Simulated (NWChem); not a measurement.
The numbers come from NWChem runs, not from measurements. System: H4Al (-1), charge -1, spin multiplicity 1, at a geometry optimised with B3LYP/def2-SVP. The structure started from a generated list of species. Level: RHF/def2-TZVPD.

Input file:

```
start mol
memory heap 200 mb stack 900 mb global 1100 mb
charge -1
geometry units angstroms nocenter noautoz
  Al     0.000000     0.000000     0.000001
  H      0.000000    -1.344242    -0.950536
  H      0.000000     1.344242    -0.950536
  H      1.344251     0.000000     0.950529
  H     -1.344251     0.000000     0.950529
  symmetry group C2v
end
basis spherical
  * library def2-tzvpd
end
scf
  rhf
  nopen 0
  maxiter 100
  thresh 1e-7
  semidirect memsize 60000000 filesize 0
end
task scf energy
```

Part of the output:

```
             Northwest Computational Chemistry Package (NWChem) 7.3.0
             --------------------------------------------------------

                                NWChem Input Module
                                -------------------

 Scaling coordinates for geometry "geometry" by  1.889725989
 (inverse scale =  0.529177249)

 Turning off AUTOSYM since
 SYMMETRY directive was detected!

                             Geometry "geometry" -> ""
                             -------------------------

 Output coordinates in angstroms (scale by  1.889725989 to convert to a.u.)

  No.       Tag          Charge          X              Y              Z
 ---- ---------------- ---------- -------------- -------------- --------------
    1 Al                  13.0000     0.00000000     0.00000000     0.00000100
    2 H                    1.0000     0.00000000    -1.34424200    -0.95053600
    3 H                    1.0000     0.00000000     1.34424200    -0.95053600
    4 H                    1.0000     1.34425100     0.00000000     0.95052900
    5 H                    1.0000    -1.34425100     0.00000000     0.95052900

 Effective nuclear repulsion energy (a.u.)      17.8949239701

            Nuclear Dipole moment (a.u.)
            ----------------------------
        X                 Y               Z
 ---------------- ---------------- ----------------
     0.0000000000     0.0000000000    -0.0000018897

      Symmetry information
      --------------------

 Group name             C2v
 Group number             16
 Group order               4
 No. of unique centers     3

      Symmetry unique atoms

     1    2    4


 Summary of "ao basis" -> "" (spherical)
 ------------------------------------------------------------------------------
       Tag                 Description            Shells   Functions and Types
 ---------------- ------------------------------  ------  ---------------------
 *                         def2-tzvpd                 on all atoms

 Summary of "ao basis" -> "ao basis" (spherical)
 ------------------------------------------------------------------------------
       Tag                 Description            Shells   Functions and Types
 ---------------- ------------------------------  ------  ---------------------
 Al                        def2-tzvpd               15       43   6s5p3d1f
 H                         def2-tzvpd                5        9   3s2p

                                 NWChem SCF Module
                                 -----------------

  ao basis        = "ao basis"
  functions       =    79
  atoms           =     5
  closed shells   =     9
  open shells     =     0
  charge          =  -1.00
  wavefunction    = RHF
  use symmetry    = T
  symmetry adapt  = T

 Summary of "ao basis" -> "ao basis" (spherical)
 ------------------------------------------------------------------------------
       Tag                 Description            Shells   Functions and Types
 ---------------- ------------------------------  ------  ---------------------
 Al                        def2-tzvpd               15       43   6s5p3d1f
 H                         def2-tzvpd                5        9   3s2p

      Symmetry analysis of basis
      --------------------------

        a1         33
        a2          8
        b1         19
        b2         19

 Forming initial guess at       0.1s

      Superposition of Atomic Density Guess
      -------------------------------------

 Sum of atomic energies:        -243.87407051
[...]
                 5     -244.2455620026  5.79D-03  1.54D-03      0.7
                 6     -244.2455648248  2.06D-05  5.86D-06      0.8
                 7     -244.2455648249  1.48D-09  6.65D-10      0.9

       Final RHF  results
       ------------------

         Total SCF energy =   -244.245564824855
      One-electron energy =   -378.977341696931
      Two-electron energy =    116.836852901931
 Nuclear repulsion energy =     17.894923970145

        Time for solution =      0.4s

       Symmetry analysis of molecular orbitals - final
       -----------------------------------------------

  Numbering of irreducible representations:

     1 a1          2 a2          3 b1          4 b2

  Orbital symmetries:

     1 a1          2 a1          3 b2          4 b1          5 a1
     6 a1          7 a1          8 b1          9 b2         10 a1
    11 b2         12 b1         13 a1         14 a1         15 a2
    16 a1         17 b1         18 b2         19 a1

             Final eigenvalues
             -----------------

              1
    1  -58.2193
    2   -4.6343
    3   -2.9493
    4   -2.9493
    5   -2.9493
    6   -0.3568
    7   -0.1978
    8   -0.1978
    9   -0.1978
   10    0.1830
   11    0.2557
   12    0.2557
   13    0.2557
   14    0.2566
   15    0.2566
   16    0.3037
   17    0.3037
   18    0.3037
   19    0.3847

                       ROHF Final Molecular Orbital Analysis
                       -------------------------------------

 Vector    7  Occ=2.000000D+00  E=-1.978367D-01  Symmetry=a1
              MO Center=  7.4D-11,  3.7D-11, -1.1D-06, r^2= 3.4D+00
   Bfn.  Coefficient  Atom+Function         Bfn.  Coefficient  Atom+Function
  ----- ------------  ---------------      ----- ------------  ---------------
    18      0.249611  1 Al pz                45     -0.164985  2 H  s
    54     -0.164985  3 H  s                 63      0.164985  4 H  s
    72      0.164985  5 H  s                 21      0.163914  1 Al pz

 Vector    8  Occ=2.000000D+00  E=-1.978363D-01  Symmetry=b1
              MO Center= -5.8D-11, -8.0D-21,  7.9D-01, r^2= 2.8D+00
   Bfn.  Coefficient  Atom+Function         Bfn.  Coefficient  Atom+Function
  ----- ------------  ---------------      ----- ------------  ---------------
    16      0.249611  1 Al px                63      0.233325  4 H  s
    72     -0.233325  5 H  s                 64      0.182100  4 H  s
    73     -0.182100  5 H  s                 19      0.163914  1 Al px

 Vector    9  Occ=2.000000D+00  E=-1.978354D-01  Symmetry=b2
              MO Center= -6.8D-15, -4.1D-11, -7.9D-01, r^2= 2.8D+00
   Bfn.  Coefficient  Atom+Function         Bfn.  Coefficient  Atom+Function
  ----- ------------  ---------------      ----- ------------  ---------------
    17      0.249611  1 Al py                45     -0.233325  2 H  s
    54      0.233325  3 H  s                 46     -0.182100  2 H  s
    55      0.182100  3 H  s                 20      0.163914  1 Al py

 Vector   10  Occ=0.000000D+00  E= 1.829985D-01  Symmetry=a1
              MO Center=  2.6D-16, -1.2D-15,  7.1D-06, r^2= 1.9D+01
   Bfn.  Coefficient  Atom+Function         Bfn.  Coefficient  Atom+Function
  ----- ------------  ---------------      ----- ------------  ---------------
     5      8.245898  1 Al s                  6     -4.155184  1 Al s
    46     -1.343123  2 H  s                 55     -1.343123  3 H  s
    64     -1.343126  4 H  s                 73     -1.343126  5 H  s
    51     -0.508819  2 H  py                60      0.508819  3 H  py
    68      0.508825  4 H  px                77     -0.508825  5 H  px

 Vector   11  Occ=0.000000D+00  E= 2.557051D-01  Symmetry=b2
              MO Center=  1.6D-12,  1.9D-09,  1.1D+00, r^2= 1.2D+01
   Bfn.  Coefficient  Atom+Function         Bfn.  Coefficient  Atom+Function
  ----- ------------  ---------------      ----- ------------  ---------------
    33      1.255114  1 Al d -1              20      0.560469  1 Al py
    28     -0.263682  1 Al d -1              52      0.213695  2 H  pz
    61     -0.213695  3 H  pz                17      0.191832  1 Al py
    51      0.186126  2 H  py                60      0.186126  3 H  py

 Vector   12  Occ=0.000000D+00  E= 2.557054D-01  Symmetry=b1
              MO Center= -2.4D-09, -1.6D-12, -1.1D+00, r^2= 1.2D+01
   Bfn.  Coefficient  Atom+Function         Bfn.  Coefficient  Atom+Function
  ----- ------------  ---------------      ----- ------------  ---------------
    35      1.255119  1 Al d  1              19      0.560464  1 Al px
    30     -0.263673  1 Al d  1              70      0.213693  4 H  pz
    79     -0.213693  5 H  pz                16      0.191829  1 Al px
    68      0.186120  4 H  px                77      0.186120  5 H  px

 center of mass
 --------------
 x =   0.00000000 y =   0.00000000 z =   0.00000078

 moments of inertia (a.u.)
 ------------------
          26.013705485292           0.000000000000           0.000000000000
           0.000000000000          26.013879651627           0.000000000000
           0.000000000000           0.000000000000          26.013609635458

  Mulliken analysis of the total density
  --------------------------------------

    Atom       Charge   Shell Charges
 -----------   ------   -------------------------------------------------------
    1 Al  13    13.10   2.00  0.65  1.33  0.65  0.23  0.03  2.92  2.28  0.81  1.08  0.73  0.14  0.17  0.03  0.03
    2 H    1     1.23   0.23  0.58  0.41  0.00  0.01
    3 H    1     1.23   0.23  0.58  0.41  0.00  0.01
    4 H    1     1.23   0.23  0.58  0.41  0.00  0.01
    5 H    1     1.23   0.23  0.58  0.41  0.00  0.01

       Multipole analysis of the density wrt the origin
       ------------------------------------------------

     L   x y z        total         open         nuclear
     -   - - -        -----         ----         -------
     0   0 0 0     -1.000000      0.000000     17.000000

     1   1 0 0     -0.000000      0.000000      0.000000
     1   0 1 0      0.000000      0.000000      0.000000
     1   0 0 1      0.000011      0.000000     -0.000002

     2   2 0 0    -19.354202      0.000000     12.905903
     2   1 1 0      0.000000      0.000000      0.000000
     2   1 0 1      0.000000      0.000000      0.000000
     2   0 2 0    -19.354162      0.000000     12.905730
     2   0 1 1      0.000000      0.000000      0.000000
     2   0 0 2    -19.354237      0.000000     12.905998

 Task  times  cpu:        0.9s     wall:        0.9s

 Total times  cpu:        1.0s     wall:        1.0s
```
